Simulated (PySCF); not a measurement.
1-ethenylcyclopropan-1-amine (C5H9N), SMILES C=CC1(N)CC1. Atoms are numbered in the order given.

```xyz
15

C      2.1828    -0.5593     0.0140
C      1.1453     0.1550    -0.4256
C     -0.2470     0.0165     0.0681
N     -0.3981    -0.8857     1.1702
C     -1.3475     0.0607    -0.9579
C     -1.1380     1.2421    -0.0619
H      2.0394    -1.3301     0.7755
H      3.1877    -0.4039    -0.3851
H      1.2938     0.9156    -1.2011
H     -1.3697    -1.1487     1.3035
H     -0.0783    -0.4478     2.0326
H     -2.2180    -0.5783    -0.7808
H     -1.0652     0.1398    -2.0109
H     -1.8584     1.4061     0.7445
H     -0.7185     2.1575    -0.4892
```

Coordinates come from a PBE0-D3(BJ)/def2-SVP optimisation. One conformer was computed; it need not be the lowest.

Two levels are set side by side: PBE/pcSseg-1 (PySCF) and B3LYP/pcSseg-1 (PySCF). GIAO shifts against NH3 (¹⁵N), TMS (¹H), TMS (¹³C) at the same level; non-relativistic, no solvent, atoms listed together averaged. Differences are taken from unrounded values.

| quantity | B3LYP |
|---|---|
| δ(¹³C) of C1 (ppm) | 121.0 |
| δ(¹³C) of C2 (ppm) | 154.7 |
| δ(¹³C) of C3 (ppm) | 39.2 |
| δ(¹⁵N) of N4 (ppm) | 58.0 |
| δ(¹H) of H9 (ppm) | 5.50 |

What does PBE give, and how far is it from B3LYP? (Estimate from the structure and the level; the computed values follow.)


```tsv
quantity	PBE	PBE minus B3LYP
δ(¹³C) of C1 (ppm)	119.2	-1.9
δ(¹³C) of C2 (ppm)	152.4	-2.3
δ(¹³C) of C3 (ppm)	41.5	2.3
δ(¹⁵N) of N4 (ppm)	60.3	2.3
δ(¹H) of H9 (ppm)	5.61	0.11
```

Rough cost on one machine, each run with all the roots and properties that it gave: B3LYP against PBE within a factor of 2.
